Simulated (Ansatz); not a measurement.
A search over several starts for the lowest SCF solution of diborane tri F (B2H3F3) at the given spin, in a small basis.

```yaml
crystal:
  periodic: [false, false, false]
  atoms:
    - {symbol: B, position_ang: [0.788982, 0.348904, -0.253865]}
    - {symbol: F, position_ang: [1.086156, 1.578317, 0.154420]}
    - {symbol: F, position_ang: [1.645280, -0.329583, -1.016392]}
    - {symbol: H, position_ang: [0.419407, -0.470312, 0.790697]}
    - {symbol: B, position_ang: [-0.795681, -0.357190, 0.254187]}
    - {symbol: F, position_ang: [-1.588041, 0.408046, 1.021439]}
    - {symbol: H, position_ang: [-1.108615, -1.466086, -0.091153]}
    - {symbol: H, position_ang: [-0.447467, 0.287904, -0.859333]}
basis:
  gaussian: {orbitals: def2-SVP, initial_orbitals: start.molden}
hamiltonian: {xc: pbe0, dispersion: d4}
output: {orbitals: {seedname: orbitals}}
```

The file start.molden holds the orbitals of an earlier run on this structure, at another level or in another basis.

```sh
$ ansatz run in.yaml --threads 4 --pin off --events-out ev --progress --plain --max-ram 3916MiB
```

Shortened log:

```
Functional definition: PBE0
926 factors; their error is unknown
mean field evaluation 1: about -9539.1096 eV, gradient 3.8e0 eV
mean field evaluation 2: about -9539.1332 eV, gradient 2.6e-2 eV
mean field evaluation 4: about -9539.1483 eV, gradient 2.6e-5 eV
mean field evaluation 8: about -9539.0984 eV, gradient 3.9e0 eV
mean field evaluation 16: about -9539.1483 eV, gradient 5.1e-4 eV
mean field -9539.14825380 eV, -350.5572324602 hartree, gradient 2.8e-5 eV, S^2 0.000000; 1 other end points of the search recorded, 0 dependent functions left out
reference -9539.14827519 eV, -350.5572332462 hartree; 20, 20 occupied and 65, 65 virtual orbitals, 926 factors
Total energy: -9539.23326570 eV, -350.5603565900 hartree
```

Hardware: 4 threads of Arm Neoverse V1 on a shared host. Wall time 0.7 s.
